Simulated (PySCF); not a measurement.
## One molecule, a ladder of functionals, a line

Molecule: `InChI=1S/CH10BNSi/c1-3-2-4/h2-3H2,1,4H3`.

Geometry (Å), atoms numbered from 1 in this order:
```xyz
14

C    -1.7504    0.2059   -0.2284
N    -0.9424   -0.3445    0.8679
B     0.5221    0.3242    1.0692
Si    1.7038   -0.0447   -0.5350
H    -1.8482    1.2882   -0.0782
H    -2.7453   -0.2601   -0.2724
H    -1.2220    0.0415   -1.1764
H    -1.4444   -0.2435    1.7521
H    -0.8159   -1.3506    0.7358
H     0.9937   -0.2129    2.0635
H     0.3327    1.5209    1.2455
H     1.6684   -1.5001   -0.9520
H     1.3567    0.6977   -1.8022
H     3.1467    0.2669   -0.2662
```

GIAO shieldings (ppm, equivalent atoms averaged) in PySCF on the PBE0-D3(BJ)/def2-SVP geometry, basis pcSseg-2, gas phase, non-relativistic:

| functional | exact exchange (%) | σ(C1) | σ(N2) | σ(B3) |
| --- | --- | --- | --- | --- |
| BLYP | 0 | 138.1 | 199.7 | 113.6 |
| BP86 | 0 | 142.4 | 206.7 | 117.8 |
| PBE | 0 | 142.8 | 206.1 | 117.5 |
| B3LYP | 20 | 143.0 | 208.5 | 118.0 |
| PBE0 | 25 | 148.2 | 216.1 | 122.6 |
| BHandHLYP | 50 | 149.0 | 218.5 | 123.4 |
| HF | 100 | 158.0 | 231.3 | 131.7 |

Q: Fit each shielding as a line in the percentage of exact exchange.

A: σ(C1) = 141.3 + 0.17 x (rms 1.9 ppm); σ(N2) = 204.8 + 0.27 x (rms 2.8 ppm); σ(B3) = 116.4 + 0.15 x (rms 1.7 ppm). The functionals also differ in their semilocal parts, which the line can't hold; Hartree–Fock has no correlation at all.

Q: What does the line predict for mPW1PW91 (25 %), and what does the run give?

A: σ(C1): 145.6 predicted, 147.5 computed; σ(N2): 211.6 predicted, 215.5 computed; σ(B3): 120.2 predicted, 122.3 computed ppm.
